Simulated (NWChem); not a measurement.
System: MgCl₂; SMILES [Cl][Mg][Cl]

NWChem input:

```
start job
memory heap 200 mb stack 900 mb global 1100 mb
geometry units angstroms noautosym nocenter noautoz
  Mg     0.000000     0.000000     0.042099
  Cl     2.193605     0.000000     0.042053
  Cl    -2.193605     0.000000     0.042053
end
basis spherical
  * library def2-svp
end
dft
  xc b3lyp
  iterations 150
end
tddft
  cis
  nroots 6
  notriplet
end
task tddft energy
```

Parts of the log:

```
             Northwest Computational Chemistry Package (NWChem) 7.3.0
             --------------------------------------------------------

                             Geometry "geometry" -> ""
                             -------------------------

 Output coordinates in angstroms (scale by  1.889725989 to convert to a.u.)

  No.       Tag          Charge          X              Y              Z
 ---- ---------------- ---------- -------------- -------------- --------------
    1 Mg                  12.0000     0.00000000     0.00000000     0.04209900
    2 Cl                  17.0000     2.19360500     0.00000000     0.04205300
    3 Cl                  17.0000    -2.19360500     0.00000000     0.04205300

 Effective nuclear repulsion energy (a.u.)     133.2830796907

                                 NWChem DFT Module
                                 -----------------

 Summary of "ao basis" -> "ao basis" (spherical)
 ------------------------------------------------------------------------------
       Tag                 Description            Shells   Functions and Types
 ---------------- ------------------------------  ------  ---------------------
 Mg                         def2-svp                 8       18   4s3p1d
 Cl                         def2-svp                 8       18   4s3p1d

            General Information
            -------------------
          SCF calculation type: DFT
          Wavefunction type:  closed shell.
          No. of atoms     :     3
          No. of electrons :    46
           Alpha electrons :    23
            Beta electrons :    23
          Charge           :     0
          Spin multiplicity:     1
          Use of symmetry is: off; symmetry adaption is: off
          Maximum number of iterations: 150
          AO basis - number of functions:    54
                     number of shells:    24
          Convergence on energy requested:  1.00D-06
          Convergence on density requested:  1.00D-05
          Convergence on gradient requested:  5.00D-04

              XC Information
              --------------
                         B3LYP Method XC Potential
                     Hartree-Fock (Exact) Exchange  0.200
                        Slater Exchange Functional  0.800 local
                    Becke 1988 Exchange Functional  0.720 non-local
              Lee-Yang-Parr Correlation Functional  0.810
                  VWN I RPA Correlation Functional  0.190 local

             Grid Information
             ----------------
          Grid used for XC integration:  medium
          Radial quadrature: Mura-Knowles
          Angular quadrature: Lebedev.
          Tag              B.-S. Rad. Rad. Pts. Rad. Cut. Ang. Pts.
          ---              ---------- --------- --------- ---------
          Mg                  1.50       88           8.0       590
          Cl                  1.00       88          11.0       590
          Grid pruning is: on
          Number of quadrature shells:   264
          Spatial weights used:  Erf1

      Superposition of Atomic Density Guess
      -------------------------------------

 Sum of atomic energies:       -1118.18184911

      Non-variational initial energy
      ------------------------------

 Total energy =   -1118.369111
 1-e energy   =   -1814.732170
 2-e energy   =     563.079979
 HOMO         =      -0.448541
 LUMO         =      -0.078740

   convergence    iter        energy       DeltaE   RMS-Dens  Diis-err
 ---------------- ----- ----------------- --------- --------- ---------
 d= 0,ls=0.0,diis     1  -1120.2740632734 -1.25D+03  2.22D-02  3.51D-01
 d= 0,ls=0.0,diis     2  -1120.2757720134 -1.71D-03  1.31D-02  2.81D-01
 d= 0,ls=0.0,diis     3  -1120.3193825422 -4.36D-02  2.23D-03  1.53D-02
 d= 0,ls=0.0,diis     4  -1120.3217415752 -2.36D-03  2.28D-04  2.12D-04
 d= 0,ls=0.0,diis     5  -1120.3217702995 -2.87D-05  2.63D-05  1.85D-06
 d= 0,ls=0.0,diis     6  -1120.3217706144 -3.15D-07  8.39D-06  8.65D-08

         Total DFT energy =    -1120.321770614371
      One electron energy =    -1816.372561909314
           Coulomb energy =      635.882322250260
    Exchange-Corr. energy =      -73.114610645991
 Nuclear repulsion energy =      133.283079690675

 Numeric. integr. density =       46.000000029526

                       DFT Final Molecular Orbital Analysis
                       ------------------------------------

 Vector   21  Occ=2.000000D+00  E=-3.183393D-01
              MO Center= -2.7D-06,  2.4D-08,  4.2D-02, r^2= 5.7D+00
   Bfn.  Coefficient  Atom+Function         Bfn.  Coefficient  Atom+Function
  ----- ------------  ---------------      ----- ------------  ---------------
    30      0.322397  2 Cl py                48      0.322397  3 Cl py
    31      0.286355  2 Cl pz                49      0.286355  3 Cl pz
    27      0.240002  2 Cl py                45      0.240003  3 Cl py
    28      0.213172  2 Cl pz                46      0.213172  3 Cl pz
    24      0.140364  2 Cl py                42      0.140364  3 Cl py

 Vector   22  Occ=2.000000D+00  E=-3.131666D-01
              MO Center=  4.3D-06, -5.2D-07,  4.2D-02, r^2= 5.7D+00
   Bfn.  Coefficient  Atom+Function         Bfn.  Coefficient  Atom+Function
  ----- ------------  ---------------      ----- ------------  ---------------
    31     -0.311038  2 Cl pz                49      0.311037  3 Cl pz
    30      0.285683  2 Cl py                48     -0.285682  3 Cl py
    28     -0.244790  2 Cl pz                46      0.244789  3 Cl pz
    27      0.224835  2 Cl py                45     -0.224834  3 Cl py
    25     -0.141936  2 Cl pz                43      0.141936  3 Cl pz

 Vector   23  Occ=2.000000D+00  E=-3.131666D-01
              MO Center=  2.7D-06,  5.2D-07,  4.2D-02, r^2= 5.7D+00
   Bfn.  Coefficient  Atom+Function         Bfn.  Coefficient  Atom+Function
  ----- ------------  ---------------      ----- ------------  ---------------
    30      0.311038  2 Cl py                48     -0.311038  3 Cl py
    31      0.285682  2 Cl pz                49     -0.285682  3 Cl pz
    27      0.244790  2 Cl py                45     -0.244789  3 Cl py
    28      0.224835  2 Cl pz                46     -0.224834  3 Cl pz
    24      0.141936  2 Cl py                42     -0.141936  3 Cl py

 Vector   24  Occ=0.000000D+00  E=-7.576112D-02
              MO Center= -5.6D-09, -1.3D-09,  4.2D-02, r^2= 5.3D+00
   Bfn.  Coefficient  Atom+Function         Bfn.  Coefficient  Atom+Function
  ----- ------------  ---------------      ----- ------------  ---------------
     4      0.666430  1 Mg s                  3      0.559147  1 Mg s
    29      0.283022  2 Cl px                47     -0.283022  3 Cl px
     2      0.264120  1 Mg s                 22     -0.222473  2 Cl s
    40     -0.222473  3 Cl s                 26      0.153928  2 Cl px
    44     -0.153928  3 Cl px                21     -0.132244  2 Cl s

 Vector   25  Occ=0.000000D+00  E=-1.513819D-02
              MO Center= -4.0D-09, -6.1D-05,  4.2D-02, r^2= 5.4D+00
   Bfn.  Coefficient  Atom+Function         Bfn.  Coefficient  Atom+Function
  ----- ------------  ---------------      ----- ------------  ---------------
    12      0.695069  1 Mg py                13      0.439889  1 Mg pz
     9      0.267883  1 Mg py                30     -0.218343  2 Cl py
    48     -0.218343  3 Cl py                10      0.169535  1 Mg pz
     6      0.146807  1 Mg py                31     -0.138183  2 Cl pz
    49     -0.138183  3 Cl pz                27     -0.114550  2 Cl py

 Vector   26  Occ=0.000000D+00  E=-1.513819D-02
              MO Center=  1.5D-10,  6.1D-05,  4.2D-02, r^2= 5.4D+00
   Bfn.  Coefficient  Atom+Function         Bfn.  Coefficient  Atom+Function
  ----- ------------  ---------------      ----- ------------  ---------------
    13      0.695069  1 Mg pz                12     -0.439889  1 Mg py
    10      0.267883  1 Mg pz                31     -0.218343  2 Cl pz
    49     -0.218343  3 Cl pz                 9     -0.169535  1 Mg py
     7      0.146807  1 Mg pz                30      0.138183  2 Cl py
    48      0.138183  3 Cl py                28     -0.114550  2 Cl pz

     Multipole analysis of the density
     ---------------------------------

     L   x y z        total         alpha         beta         nuclear
     -   - - -        -----         -----         ----         -------
     0   0 0 0     -0.000000    -23.000000    -23.000000     46.000000

     1   1 0 0      0.000000      0.000000      0.000000      0.000000
     1   0 1 0      0.000000      0.000000      0.000000      0.000000
     1   0 0 1      0.000084     -1.828259     -1.828259      3.656601

[...]

                                NWChem TDDFT Module
                                -------------------

            General Information
            -------------------
           No. of orbitals :     108
            Alpha orbitals :      54
             Beta orbitals :      54
        Alpha frozen cores :       0
         Beta frozen cores :       0
     Alpha frozen virtuals :       0
      Beta frozen virtuals :       0
         Spin multiplicity :       1
    Number of AO functions :      54
        Use of symmetry is : off
      Symmetry adaption is : off
         Schwarz screening :  0.10D-07

              XC Information
              --------------
                  B3LYP Method XC Potential
              Hartree-Fock (Exact) Exchange   0.20
                 Slater Exchange Functional   0.80 local
             Becke 1988 Exchange Functional   0.72 non-local
       Lee-Yang-Parr Correlation Functional   0.81
           VWN I RPA Correlation Functional   0.19 local

             TDDFT Information
             -----------------
          Calculation type : Tamm-Dancoff TDDFT
         Wavefunction type : Restricted singlets
          No. of electrons :      46
           Alpha electrons :      23
            Beta electrons :      23
              No. of roots :       6
          Max subspacesize :    5200
            Max iterations :     100
               Target root :       1
           Target symmetry : none
      Symmetry restriction : off
                 Algorithm : Optimal
        Davidson threshold :  0.10D-03

    6 smallest eigenvalue differences (eV)
--------------------------------------------------------
  No. Spin  Occ  Vir  Irrep   E(Occ)    E(Vir)   E(Diff)
--------------------------------------------------------
    1    1   23   24 a        -0.313    -0.076     6.460
    2    1   22   24 a        -0.313    -0.076     6.460
    3    1   21   24 a        -0.318    -0.076     6.601
    4    1   20   24 a        -0.318    -0.076     6.601
    5    1   19   24 a        -0.347    -0.076     7.383
    6    1   18   24 a        -0.371    -0.076     8.033
--------------------------------------------------------

  Entering Davidson iterations
  Restricted singlet excited states

  Iter   NTrls   NConv    DeltaV     DeltaE      Time
  ----  ------  ------  ---------  ---------  ---------
    1      6       0     0.98E-01   0.10+100        1.4
    2     12       0     0.23E-01   0.25E-01        1.3
    3     18       0     0.53E-02   0.84E-03        1.3
    4     24       4     0.89E-03   0.31E-04        1.4
    5     26       4     0.14E-03   0.94E-06        0.8
    6     28       6     0.51E-04   0.12E-07        0.8
  ----  ------  ------  ---------  ---------  ---------
  Convergence criterion met

  Ground state a       -1120.321770614371 a.u.

  ----------------------------------------------------------------------------
  Root   1 singlet a              0.197934876 a.u.                5.3861 eV
  ----------------------------------------------------------------------------
     Transition Moments    X  0.00000   Y -0.00000   Z -0.00000
     Dipole Oscillator Strength                    0.0000000000
     Electric Quadrupole                           0.0000001206
     Magnetic Dipole                               0.0000007348
     Total Oscillator Strength                     0.0000008554

     Occ.   23  a   ---  Virt.   24  a        0.99814
  ----------------------------------------------------------------------------
  Root   2 singlet a              0.197934880 a.u.                5.3861 eV
  ----------------------------------------------------------------------------
     Transition Moments    X  0.00000   Y  0.00000   Z -0.00000
     Dipole Oscillator Strength                    0.0000000000
     Electric Quadrupole                           0.0000001206
     Magnetic Dipole                               0.0000007348
     Total Oscillator Strength                     0.0000008554

     Occ.   22  a   ---  Virt.   24  a       -0.99814
  ----------------------------------------------------------------------------
  Root   3 singlet a              0.206050319 a.u.                5.6069 eV
  ----------------------------------------------------------------------------
     Transition Moments    X -0.00000   Y  0.57983   Z  0.52073
     Dipole Oscillator Strength                    0.0834315609
     Electric Quadrupole                           0.0000000002
     Magnetic Dipole                               0.0000000001
     Total Oscillator Strength                     0.0834315613

     Occ.   21  a   ---  Virt.   24  a       -0.99800
  ----------------------------------------------------------------------------
  Root   4 singlet a              0.206050321 a.u.                5.6069 eV
  ----------------------------------------------------------------------------
     Transition Moments    X -0.00000   Y -0.52073   Z  0.57983
     Dipole Oscillator Strength                    0.0834315596
     Electric Quadrupole                           0.0000000002
     Magnetic Dipole                               0.0000000001
     Total Oscillator Strength                     0.0834315599

     Occ.   20  a   ---  Virt.   24  a       -0.99800
  ----------------------------------------------------------------------------
  Root   5 singlet a              0.242691075 a.u.                6.6040 eV
  ----------------------------------------------------------------------------
     Transition Moments    X -0.78902   Y  0.00000   Z -0.00000
     Dipole Oscillator Strength                    0.1007265575
     Electric Quadrupole                           0.0000000003
     Magnetic Dipole                               0.0000000005
     Total Oscillator Strength                     0.1007265583

     Occ.   19  a   ---  Virt.   24  a        0.88107
     Occ.   22  a   ---  Virt.   25  a        0.05906
     Occ.   22  a   ---  Virt.   26  a       -0.32697
     Occ.   23  a   ---  Virt.   25  a        0.32697
     Occ.   23  a   ---  Virt.   26  a        0.05906
  ----------------------------------------------------------------------------
  Root   6 singlet a              0.261323067 a.u.                7.1110 eV
  ----------------------------------------------------------------------------
     Transition Moments    X  0.00000   Y  0.00000   Z  0.00006
     Dipole Oscillator Strength                    0.0000000007
     Electric Quadrupole                           0.0000001080
     Magnetic Dipole                               0.0000000000
     Total Oscillator Strength                     0.0000001087

     Occ.   18  a   ---  Virt.   24  a       -0.83307
     Occ.   20  a   ---  Virt.   25  a       -0.06286
     Occ.   20  a   ---  Virt.   26  a        0.38458
     Occ.   21  a   ---  Virt.   25  a        0.38458
     Occ.   21  a   ---  Virt.   26  a        0.06286

              Target root =      1
          Target symmetry = none
      Ground state energy =  -1120.321770614371
        Excitation energy =      0.197934876326
     Excited state energy =  -1120.123835738045

  stored tddft:energy   -1120.1238357380446
```

Level: B3LYP/def2-SVP, TDA. Geometry: optimised at B3LYP/6-31G* (spherical d).
